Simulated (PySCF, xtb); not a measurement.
H8N2OSi2, SMILES N[SiH2]O[SiH2]N. Other conformers were not sampled.

Harmonic wavenumbers (cm⁻¹) from GFN2-xTB run with xtb at its own minimum, in rising order: 22, 42, 68, 179, 213, 240, 311, 508, 547, 553, 560, 567, 596, 600, 717, 749, 795, 798, 833, 856, 883, 914, 1096, 1513, 1517, 2200, 2205, 2253, 2258, 3468, 3470, 3516, 3519.

Task: What does B3LYP-D3(BJ)/def2-SVP run with PySCF 2.14.0 give at its own minimum? (An estimate is asked for; the answer gives what the named calculation found.)

Result: 32, 45, 68, 158, 264, 267, 313, 314, 384, 554, 557, 613, 804, 806, 839, 855, 891, 893, 912, 948, 955, 995, 1056, 1537, 1542, 2235, 2236, 2256, 2261, 3578, 3579, 3673, 3674. Paired by order, the mean absolute difference is 72 cm⁻¹ and the zero-point energies are 55.1 and 57.3 kcal/mol.
